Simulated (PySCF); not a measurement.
Radial density of Ar³⁺ (argon, charge +3)

UHF, [Ne] 3s2 3p3, high-spin 4S determinant. Calculation: PySCF 2.14, in cc-pVDZ-DK; the spin-free X2C one-electron Hamiltonian (Gaussian nucleus).

```csv
r (bohr),4πr²ρ (e/bohr),4πr²(ρα − ρβ)
0.00119,0.08294,0.0000
0.00200,0.2210,0.0000
0.00336,0.5625,0.0001
0.00565,1.402,0.0003
0.00950,3.337,0.0007
0.0160,7.286,0.0019
0.0269,13.67,0.0061
0.0452,19.94,0.0247
0.0760,19.72,0.1019
0.128,14.58,0.3343
0.215,18.31,0.5973
0.362,19.23,0.2449
0.609,6.495,0.2767
1.02,4.474,2.3506
1.72,2.470,1.5697
2.90,0.1298,0.0855
4.87,0.0009502,0.0009
```

Densities and radii are taken from the X2C orbitals without a picture-change correction, which distorts them close to the nucleus.
